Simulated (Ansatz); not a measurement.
Isolated molecules relaxed with PBE0-D4/def2-TZVP in Ansatz; ΔE leaves out vibrations. CCSD(T)/CBS adds triple-zeta CCSD(T) − MP2 to the extrapolated MP2 energy (def2 sets, frozen cores). This one scheme is used for every species. DFT in def2-TZVPP. One conformer a species, not always the lowest.

Reaction (formal exchange of groups at a C–B bond): `BCCCl` + propane → `CCCCCCl` + BH₃

CCSD(T)/CBS gives +10.3 kcal/mol.

Another level gave +10.9 kcal/mol. Which?
A. BHLYP-D4/def2-TZVPP
B. MP2/def2-TZVPP
C. RPA@PBE/def2-TZVPP
D. B97M-V/def2-TZVPP

A. BHLYP-D4 10.9, B97M-V 12.6, MP2/def2-TZVPP 9.9, RPA@PBE/def2-TZVPP 8.8 kcal/mol.

Largest T1 diagnostic among the species: 0.009.

From PBE to PBE0 (25 % exact exchange), in def2-TZVPP and without D4, ΔE moves by −0.8 kcal/mol. The D4 term adds −1.3 kcal/mol with B3LYP and −0.8 kcal/mol with PBE0; it sums over pairs of atoms, weighted by their polarisabilities, and B3LYP, whose exchange is more repulsive, gets the larger term.

B3LYP here is the variant with VWN-RPA as its local correlation; programs differ in this.
